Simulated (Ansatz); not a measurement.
Worked example: the enthalpy of CH2Br2 + C2H5Cl → CH2BrCl + C2H5Br

Species: CH2Br2 `BrCBr`, singlet; C2H5Cl (chloroethane) `CCCl`, singlet; CH2BrCl (bromochloromethane) `ClCBr`, singlet; C2H5Br (bromoethane) `CCBr`, singlet. The partners trade Br for Cl; both sit on C, so the bond types are kept.

Shapes, held fixed at every level: PBE0-D4/def2-TZVP. Programs: Ansatz 0.2.0. The zero-point and thermal terms to 298 K, harmonic and unscaled (PBE0-D4/def2-TZVP), stand in the table.

At CCSD(T)/def2-TZVPP; 1 Eh = 2625.50 kJ/mol:

| species | energy (Eh) | H(298 K) − E (kJ/mol) | tabulated ΔfH (kJ/mol) |
| --- | --- | --- | --- |
| CH2Br2 | -5184.644088 | 86.8 | +3.1 |
| C2H5Cl | -538.804039 | 188.1 | -111.2 |
| CH2BrCl | -3071.663206 | 88.1 | -44.7 |
| C2H5Br | -2651.785490 | 186.9 | -63.1 |

Problem. Work out the reaction enthalpy at 298 K from the calculation and from the table of heats.

Solution. 
1. Electronic: (-3071.663206) + (-2651.785490) − [(-5184.644088) + (-538.804039)] = -0.000569 Eh = -1.5 kJ/mol.
2. Zero-point and thermal: (88.1) + (186.9) − [(86.8) + (188.1)] = +0.1 kJ/mol.
3. Computed ΔH = -1.4 kJ/mol.
4. From the heats of formation (Active Thermochemical Tables): (-44.7) + (-63.1) − [(3.1) + (-111.2)] = +0.3 kJ/mol.
5. Computed less tabulated: -1.7 kJ/mol. Tabulated heats carry uncertainties of their own.

Relativity is left out for Br. Outer-core shells of Br are correlated, in sets that cover them unevenly.
